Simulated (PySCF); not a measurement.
Geometry (Å), atoms numbered from 1 in this order:
```xyz
26

Cl   -2.9043   -3.1405    1.8805
C    -2.1990   -2.1597    0.5373
C    -2.1538   -0.6770    0.9059
C    -1.6841    0.0961   -0.3343
C    -0.2859   -0.3775   -0.7416
C     0.6905   -0.1426    0.4158
C     0.2243   -0.9196    1.6514
C    -1.1738   -0.4437    2.0587
C     0.1720   -2.4157    1.3254
C    -0.8014   -2.6576    0.1688
C    -0.3396   -1.8730   -1.0673
H    -2.8887   -2.3171   -0.3049
H    -3.1657   -0.3507    1.1940
H    -1.6735    1.1756   -0.1098
H    -2.3938   -0.0494   -1.1665
H     0.0486    0.1822   -1.6305
H     0.7526    0.9348    0.6452
H     1.7043   -0.4664    0.1247
H     0.9274   -0.7487    2.4832
H    -1.5180   -0.9829    2.9549
H    -1.1543    0.6294    2.3118
H    -0.1487   -2.9904    2.2080
H     1.1736   -2.7818    1.0444
H    -0.8563   -3.7326   -0.0647
H    -1.0241   -2.0552   -1.9132
H     0.6549   -2.2338   -1.3784
```

Theoretical values (PySCF 2.14.0 with density-fitted response routines): PBE0/pcSseg-1 with gauge-including orbitals, geometry: PBE0-D3(BJ)/def2-SVP. No solvent, single conformer, averaged over atoms made equivalent by symmetry, fast rotation or ring inversion, relativity neglected.

Shifts are taken against calculated references (same method and geometry level): 13C (σref 184.41) against TMS.

Task: Do the 13C shifts follow the atomic charges (in e)? Tabulate both.

Result: 
```json
{"atoms": "C2", "hybridisation": "sp3", "δ (ppm)": "72.8", "σ para (ppm)": "-132", "Hirshfeld": "+0.01", "IAO": "-0.08", "Mulliken": "-0.17", "ESP-fitted": "-0.82"}
{"atoms": "C4/C11", "hybridisation": "sp3", "δ (ppm)": "40.6", "σ para (ppm)": "-100", "Hirshfeld": "-0.07", "IAO": "-0.26", "Mulliken": "-0.09", "ESP-fitted": "-0.78"}
{"atoms": "C6", "hybridisation": "sp3", "δ (ppm)": "40.2", "σ para (ppm)": "-97", "Hirshfeld": "-0.07", "IAO": "-0.26", "Mulliken": "-0.09", "ESP-fitted": "-0.84"}
{"atoms": "C3/C10", "hybridisation": "sp3", "δ (ppm)": "37.8", "σ para (ppm)": "-100", "Hirshfeld": "-0.03", "IAO": "-0.11", "Mulliken": "-0.25", "ESP-fitted": "+0.73"}
{"atoms": "C8/C9", "hybridisation": "sp3", "δ (ppm)": "33.0", "σ para (ppm)": "-92", "Hirshfeld": "-0.08", "IAO": "-0.26", "Mulliken": "-0.07", "ESP-fitted": "-0.81"}
{"atoms": "C7", "hybridisation": "sp3", "δ (ppm)": "29.5", "σ para (ppm)": "-87", "Hirshfeld": "-0.03", "IAO": "-0.11", "Mulliken": "-0.32", "ESP-fitted": "+0.81"}
{"atoms": "C5", "hybridisation": "sp3", "δ (ppm)": "28.9", "σ para (ppm)": "-84", "Hirshfeld": "-0.03", "IAO": "-0.11", "Mulliken": "-0.32", "ESP-fitted": "+0.80"}
```

Correlation coefficients of δ with charge over these carbons: Hirshfeld +0.55, IAO +0.25, Mulliken +0.27, ESP-fitted -0.52; with the paramagnetic shielding -0.99. With so few points these coefficients are fragile. Charge is one influence among several: hybridisation and low-lying excitations act through the paramagnetic term.

Carbons that carry Cl, above all several Cl atoms, come out too deshielded, partly because spin–orbit coupling is missing. Shifts are as computed. Against solution values, carbons near 30 ppm lie about +2 ppm off and those near 130 ppm about +5 ppm; carbons on Cl a further +5 ppm. Of 1211 compounds with measured shifts, 218 miss one by over three times the rms of a fit or turn the order of signals round; such compounds aren't used in these exercises.
